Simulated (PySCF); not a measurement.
Species: C5H5F2NO2.
SMILES with atom numbers: `[N:1]#[C:2][C@@H:3]1[CH2:4][O:5][C@H:6]([F:7])[C@@H:8]([F:9])[O:10]1` (hydrogens: H11 on C3; H12, H13 on C4; H14 on C6; H15 on C8)

Computed with PySCF at B3LYP/def2-SVPD, non-relativistic, on one gas-phase PBE0-D3(BJ)/def2-SVP geometry that isn't relaxed in the solvent. The solvent is an IEF-PCM continuum (Bondi radii, 1.10 Å for H, scaled by 1.2), and excitations are vertical TDDFT with non-equilibrium linear response and a frozen core. Only the electrostatic response of the medium enters.

Gas-phase singlets (H = HOMO, L = LUMO):

| state | E (eV) | λ (nm) | f | leading configuration |
| --- | --- | --- | --- | --- |
| S1 | 6.760 | 183 | 0.009 | H→L 92% |
| S2 | 7.341 | 169 | 0.011 | H→L+1 91% |
| S3 | 7.502 | 165 | 0.010 | H-1→L 29% |
| S4 | 7.717 | 161 | 0.000 | H→L+2 83% |
| S5 | 7.956 | 156 | 0.004 | H-3→L 35% |

Q: How does the list change in chloroform (ε = 4.711)?

A: 
```
state  E (eV)  λ (nm)      f  leading configuration  change by rank (eV)
   S1   6.589     188  0.014                H→L 95%               -0.171
   S2   7.195     172  0.023              H→L+1 95%               -0.146
   S3   7.495     165  0.013              H-2→L 44%               -0.007
   S4   7.731     160  0.001              H→L+2 92%               +0.014
   S5   7.900     157  0.009              H-1→L 73%               -0.056
```

Q: The ground-state energy changes by -0.291 eV from gas to chloroform. By how much does the total energy of gas-phase S1 change?

A: E(S1) = E(S0) + excitation energy, so it changes by -0.291 − 0.171 = -0.462 eV: it is lowered more than the ground state, which is what a red shift means. This is the vertical state, with the slow part of the continuum still set for S0.

Q: How do the frontier levels move from gas to chloroform?

A: 
```
orbital  gas (eV)  solvent (eV)  change (eV)
 LUMO+2      0.16          0.39        +0.23
 LUMO+1     -0.19         -0.09        +0.10
   LUMO     -0.65         -0.60        +0.05
   HOMO     -8.50         -8.25        +0.25
 HOMO-1     -9.67         -9.39        +0.28
 HOMO-2     -9.76         -9.58        +0.18
 HOMO-3    -10.17        -10.19        -0.02
```

The HOMO–LUMO gap goes from 7.86 to 7.65 eV. Rows go by rank; for HOMO-2 and HOMO-1 the atom shares or the degeneracy differ between the runs, so the row needn't follow one orbital.
